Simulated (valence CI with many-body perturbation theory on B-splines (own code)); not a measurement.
**Eu XIV: calculated level list**

Calculated by configuration interaction combined with many-body perturbation theory (CI+MBPT): four valence electrons over a frozen Dirac-Fock core [Kr] 4d10, radial functions for each j: 7 s, 7 p, 7 d, 7 f, 4 g, 2 h, with the one-electron correlation potential Σ1 (screened to all orders), the two-electron term Σ2, the three-electron term Σ3, Breit, model QED; selected single and double excitations, second order for the rest, scaled by the run's own slope (own B-spline code, finite nucleus).

No measured spectrum was set against this ion. As an estimate, terms of the open shell hold to a few per cent of their energy, and close levels can change places; configurations with another count of f electrons can be misplaced by thousands of cm⁻¹.

Levels 136 to 180 of 203, with energies above the lowest level, 4f2 5s2 3H_4. "Leading %" is the weight of the configuration and term that name the level; weights of strongly mixed levels are sums over their largest components and can fall short. In the jj column 3d3/2^4 stands for four electrons in 3d with j = 3/2.

```csv
No.,Configuration,Term,J,E (eV),Leading %,Second component,g,Leading jj
136,4f3 5s,3F°,2,17.977,99,,0.665,4f5/2 4f7/2^2 5s (86 %)
137,4f4,3I,6,18.000,91,6 % 4f4 3H,1.029,4f5/2^2 4f7/2^2 (53 %)
138,4f4,3I,7,18.087,92,6 % 4f4 1K,1.131,4f5/2^2 4f7/2^2 (51 %)
139,4f4,1L,8,18.123,53,31 % 4f4 3M,0.976,4f5/2 4f7/2^3 (50 %)
140,4f4,5D,0,18.250,96,,,4f5/2^2 4f7/2^2 (60 %)
141,4f4,5D,1,18.358,96,,1.490,4f5/2^3 4f7/2 (61 %)
142,4f4,5D,2,18.525,95,,1.473,4f5/2^2 4f7/2^2 (67 %)
143,4f4,3F,3,18.579,76,15 % 4f4 5D,1.150,4f5/2 4f7/2^3 (54 %)
144,4f4,1G,4,18.679,63,26 % 4f4 5D,1.140,4f5/2 4f7/2^3 (63 %)
145,4f4,5D,3,18.738,77,22 % 4f4 3F,1.402,4f5/2^2 4f7/2^2 (48 %)
146,4f3 5s,1F°,3,18.740,96,,1.001,4f5/2 4f7/2^2 5s (59 %)
147,4f4,5D,4,18.820,52,30 % 4f4 3F,1.330,4f5/2 4f7/2^3 (32 %)
148,4f4,1D,2,18.844,53,20 % 4f4 3D,1.010,4f7/2^4 (73 %)
149,4f4,1I,6,19.155,61,34 % 4f4 3H,1.055,4f5/2^2 4f7/2^2 (58 %)
150,4f4,3F,4,19.330,77,12 % 4f4 3H,1.188,4f5/2 4f7/2^3 (37 %)
151,4f4,3H,4,19.359,61,13 % 4f4 3F,0.944,4f5/2^2 4f7/2^2 (41 %)
152,4f4,1H,5,19.378,71,17 % 4f4 3H,1.007,4f5/2^2 4f7/2^2 (51 %)
153,4f4,3H,5,19.531,73,18 % 4f4 3G,1.054,4f5/2^2 4f7/2^2 (54 %)
154,4f4,1K,7,19.594,91,7 % 4f4 3I,1.007,4f5/2 4f7/2^3 (62 %)
155,4f4,1D,2,19.782,85,11 % 4f4 3F,0.979,4f5/2 4f7/2^3 (57 %)
156,4f4,3H,6,19.877,64,34 % 4f4 1I,1.105,4f5/2 4f7/2^3 (68 %)
157,4f4,3G,4,20.190,47,26 % 4f4 3F,1.071,4f5/2 4f7/2^3 (42 %)
158,4f4,3G,3,20.205,78,20 % 4f4 3F,0.823,4f5/2^2 4f7/2^2 (69 %)
159,4f4,3G,5,20.496,78,12 % 4f4 3H,1.159,4f5/2 4f7/2^3 (52 %)
160,4f4,3G,4,20.621,33,30 % 4f4 3F,1.080,4f5/2^2 4f7/2^2 (67 %)
161,4f4,1N,10,20.627,98,,1.000,4f5/2^2 4f7/2^2 (59 %)
162,4f4,3F,2,20.741,97,,0.677,4f5/2^2 4f7/2^2 (45 %)
163,4f4,3K,6,20.767,84,6 % 4f4 3I,0.889,4f5/2^3 4f7/2 (50 %)
164,4f4,3F,3,20.873,78,20 % 4f4 3G,1.020,4f5/2 4f7/2^3 (68 %)
165,4f4,3H,4,20.940,74,13 % 4f4 3F,0.890,4f5/2^2 4f7/2^2 (52 %)
166,4f4,3K,8,20.986,79,21 % 4f4 1L,1.098,4f5/2^2 4f7/2^2 (83 %)
167,4f4,3K,7,20.988,94,5 % 4f4 3I,1.022,4f5/2^2 4f7/2^2 (77 %)
168,4f4,3H,5,21.143,88,8 % 4f4 3I,1.021,4f5/2^2 4f7/2^2 (43 %)
169,4f4,3H,6,21.260,83,10 % 4f4 3K,1.128,4f5/2^2 4f7/2^2 (51 %)
170,4f2 5s 5p,5I°,4,21.403,60,15 % 4f2 5s 5p 5H°,0.710,4f5/2^2 5s 5p1/2 (87 %)
171,4f4,1G,4,21.545,62,21 % 4f4 3F,1.023,4f5/2 4f7/2^3 (56 %)
172,4f4,3P,0,21.765,90,5 % 4f4 1S,,4f5/2^4 (53 %)
173,4f4,1L,8,21.826,79,21 % 4f4 3K,1.025,4f5/2 4f7/2^3 (74 %)
174,4f2 5s 5p,5I°,5,22.131,50,32 % 4f2 5s 5p 5H°,0.997,4f5/2 4f7/2 5s 5p1/2 (71 %)
175,4f4,3I,5,22.212,90,8 % 4f4 3H,0.851,4f5/2^2 4f7/2^2 (45 %)
176,4f4,3P,1,22.260,96,,1.486,4f5/2^3 4f7/2 (34 %)
177,4f4,3I,6,22.327,85,9 % 4f4 1I,1.024,4f5/2^2 4f7/2^2 (58 %)
178,4f4,3I,7,22.488,95,4 % 4f4 3K,1.136,4f5/2 4f7/2^3 (66 %)
179,4f2 5s 5p,5G°,2,22.579,72,10 % 4f2 5s 5p 3F°,0.482,4f5/2^2 5s 5p1/2 (68 %)
180,4f2 5s 5p,5H°,3,22.719,62,17 % 4f2 5s 5p 3G°,0.628,4f5/2^2 5s 5p1/2 (71 %)
```

Names give the largest LS component (configuration and term), which can be under half, so a name can repeat, a term be missing and a line seem to break the LS rules; names also repeat where a configuration has a term twice.

Where two levels of one J and parity lie close, their mixing, g and order are uncertain.
